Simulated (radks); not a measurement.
Results of a calculation; reference values are marked as such.
Question: These are the eigenvalues of the occupied orbitals of an atom or ion with whole-number occupations (eV). Level of theory: scalar-relativistic Kohn-Sham, PBE, spin-unpolarised, spherical densities, point nucleus (a radial shooting solver on a logarithmic mesh with Libxc functionals).

| orbital | eigenvalue |
|---|---|
| 1s | -12958.15 |
| 2s | -2063.989 |
| 2p | -1871.373 |
| 3s | -604.4471 |
| 3p | -542.7755 |
| 3d | -447.2172 |

Which element is it, and in what charge state? The configuration may be excited.

Answer: Z = 34, selenium, charge +14: Se14+ in [Ar] 3d2. The list shows which subshells hold electrons but not how many an open one holds; the 1s level, -476.2 hartree, gives Z - s = 30.9 by -(Z - s)^2/2, which with screening and relativity narrows Z to a few neighbours, and the depths of the outer levels then fix element, charge and occupations together.
